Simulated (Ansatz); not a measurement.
Consider the redistribution: `CB[TeH]` + `[OH][Al]([F])[SiH3]` → `C[BH][Al]([OH])[F]` + `[SiH3][TeH]`.

Gas-phase electronic energies from Ansatz, PBE0-D4/def2-TZVP geometries. CCSD(T)/CBS is the MP2 limit (def2-TZVPP, def2-QZVPP) plus CCSD(T) − MP2 in def2-TZVPP, frozen cores. DFT in def2-TZVPP. HSE06 is defined as in plane-wave codes. Elements past krypton have def2 core potentials. For Te outer-core shells are correlated without core-valence functions, which leaves a few kJ/mol of doubt a bond. Each species was taken in one conformer, which may not be the lowest.

`CB[TeH]`:

Z-matrix (Å, degrees):
```
C
B 1 1.554
H 1 1.097 2 109.3
H 1 1.097 2 109.1 3 -114.3
H 1 1.090 2 115.7 3 122.9
Te 2 2.120 1 125.5 3 -123.3
H 2 1.197 1 121.7 3 56.7
H 6 1.661 2 96.0 1 0.1
```

`[OH][Al]([F])[SiH3]`:

Cartesian coordinates in Å:
```
O 1.010 -1.810 0.749
Al 0.776 -0.538 -0.333
F 1.776 -0.392 -1.641
Si -1.022 1.050 0.065
H 1.690 -2.478 0.679
H -2.318 0.336 0.224
H -0.763 1.815 1.316
H -1.150 2.017 -1.058
```

`C[BH][Al]([OH])[F]`:

Z-matrix (Å, degrees):
```
C
B 1 1.548
H 1 1.108 2 101.4
H 1 1.091 2 116.9 3 114.4
H 1 1.093 2 115.2 3 -113.0
Al 2 2.136 1 121.9 3 -92.8
H 2 1.201 1 118.1 3 83.1
F 6 1.657 2 123.4 1 178.2
O 6 1.694 2 119.3 1 -2.0
H 9 0.956 6 124.1 2 179.8
```

`[SiH3][TeH]`:

```xyz
6

Si    0.610   -0.217    0.046
Te   -1.428    0.650   -1.101
H     0.347   -1.517    0.711
H     1.610   -0.397   -1.035
H     1.120    0.752    1.049
H    -2.260    0.729    0.331
```

```csv
level,ΔE (kJ/mol),difference from CCSD(T)/CBS
LDA (SPW92),71.4,11.7
revPBE-D4,64.5,4.8
BLYP-D4,60.1,0.4
B97M-V,66.6,6.9
r2SCANh-D4,62.5,2.8
HSE06-D4,61.4,1.7
ωB97M-V,52.1,-7.6
BLYP,59.4,-0.3
r2SCAN0,60.3,0.6
HSE06,61.2,1.5
BHLYP,52.8,-6.9
CAM-B3LYP,55.1,-4.6
SCS-MP2/def2-TZVPP,58.3,-1.4
HF/def2-QZVPP,44.6,-15.1
MP2/def2-QZVPP,60.2,0.5
SCS-MP2/def2-QZVPP,56.1,-3.6
CCSD(T)/CBS,59.7,0
```

Largest T1 diagnostic among the species: 0.013.

In def2-TZVPP, CCSD(T) changes the Hartree–Fock value by +18.2 kJ/mol (the triples alone add +3.9 kJ/mol) and MP2 by +17.3 kJ/mol. From PBE to PBE0 (25 % exact exchange), in def2-TZVPP and without D4, ΔE moves by −4.4 kJ/mol.
